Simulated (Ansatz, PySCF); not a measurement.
Reaction (SMILES): CC#CC [but-2-yne] + 2 C (CH4) → C#C (C2H2) [acetylene] + 2 CC (C2H6) [ethane]
Each molecule is optimised on its own at B3LYP-D3(BJ)/def2-TZVP (Ansatz, a program for electronic structure).
Geometry of the first species:
SMILES: C(#CC)C
```xyz
10

C     -0.0002     0.0011     2.0565
C     -0.0001     0.0003     0.6006
C      0.0001    -0.0003    -0.6006
C      0.0002    -0.0011    -2.0565
H     -0.0090     1.0202     2.4498
H     -0.8782    -0.5156     2.4506
H      0.8864    -0.5005     2.4508
H     -0.0085     1.0175    -2.4509
H      0.8870    -0.5032    -2.4500
H     -0.8777    -0.5183    -2.4502
```

Property: bond separation energy (enthalpy at 298 K, with B3LYP-D3(BJ) rigid-rotor harmonic-oscillator terms from PySCF), in kJ/mol. Valence correlation only, unless marked. Spin-orbit coupling is left out. Non-relativistic. Basis-set limits of correlation are two-point, X^-3; Hartree-Fock from the larger set. [CCSD(T)-MP2]/basis is that difference in the basis named.

```csv
level,program,bond separation energy (kJ/mol)
r2SCANh/def2-TZVPD,Ansatz,73.6
HSE06/def2-TZVPD,Ansatz,74.1
wB97X/def2-TZVPD,Ansatz,67.3
PBE-QIDH/def2-TZVPD,Ansatz,69.9
```

Problem. What does RI-MP2/CBS(cc-pVTZ,cc-pVQZ)+[CCSD(T)-MP2]/cc-pVTZ (Ansatz) give?

Solution. 60.2 kJ/mol
